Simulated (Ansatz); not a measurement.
Compare A (`CB(N)[SiH3]`) with its isomer B (`CBN[SiH3]`).

Computed with Ansatz on PBE0-D4/def2-TZVP structures; ΔE is electronic, products minus reactants. CCSD(T)/CBS is the MP2 limit (def2-TZVPP, def2-QZVPP) plus CCSD(T) − MP2 in def2-TZVPP, frozen cores. DFT in def2-TZVPP. B3LYP here is the variant with VWN-RPA as its local correlation; programs differ in this. One conformer a species, not always the lowest.

Task: Which is lower in electronic energy at CCSD(T)/CBS, and by how much? (An estimate is asked.)

Result: Ansatz gave: B, by 13.1 kcal/mol.

Task: Give E(B) − E(A) in kcal/mol with B2PLYP, B3LYP-D4, PBE-D4, CCSD(T)/def2-TZVPP, MP2/def2-TZVPP, B3LYP, BLYP-D4. (Estimate.)

Result: Ansatz gave: B2PLYP -13.3, B3LYP-D4 -12.5, PBE-D4 -8.5, CCSD(T)/def2-TZVPP -12.8, MP2/def2-TZVPP -14.5, B3LYP -12.2, BLYP-D4 -11.5. None reverses the order clearly.

Task: Does the order hold for the free energy at 298.15 K (harmonic terms from PBE0-D4)? (Estimate.)

Result: Computed: Yes: G(B) − G(A) = -13.6 kcal/mol, for one conformer each.

Largest T1 diagnostic: 0.013.

In def2-TZVPP, CCSD(T) changes the Hartree–Fock value by +4.1 kcal/mol (the triples alone add +0.5 kcal/mol) and MP2 by +2.5 kcal/mol. From BLYP to BHLYP (50 % exact exchange), in def2-TZVPP and without D4, E(B) − E(A) moves by −3.4 kcal/mol.
